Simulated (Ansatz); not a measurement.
Reaction (silylene formation by 1,1-elimination): `C[SiH2][SnH2][F]` → `C[SiH]` + `[F][SnH3]`

Computed with Ansatz on PBE0-D4/def2-TZVP structures; ΔE is electronic, products minus reactants. CCSD(T)/CBS adds triple-zeta CCSD(T) − MP2 to the extrapolated MP2 energy (def2 sets, frozen cores). This one scheme is used for every species. DFT in def2-TZVPP. Elements past krypton have def2 core potentials. For Sn outer-core shells are correlated without core-valence functions, which leaves a few kJ/mol of doubt a bond. One conformer a species, not always the lowest.

```
  level  ΔE (kcal/mol)
 PBE-D4           65.0
ωB97M-V           61.2
```

Q: What does CCSD(T)/CBS give? (Best estimate.)

A: Ansatz gave: +63.8 kcal/mol. The listed levels differ from it by 1.2, -2.6 kcal/mol.

Largest T1 diagnostic among the species: 0.014.

In def2-TZVPP, CCSD(T) changes the Hartree–Fock value by +3.8 kcal/mol (the triples alone add +0.9 kcal/mol) and MP2 by +8.4 kcal/mol. The D4 term adds +3.2 kcal/mol with B3LYP and +1.8 kcal/mol with PBE0; it sums over pairs of atoms, weighted by their polarisabilities, and B3LYP, whose exchange is more repulsive, gets the larger term.

B3LYP here is the variant with VWN-RPA as its local correlation; programs differ in this.
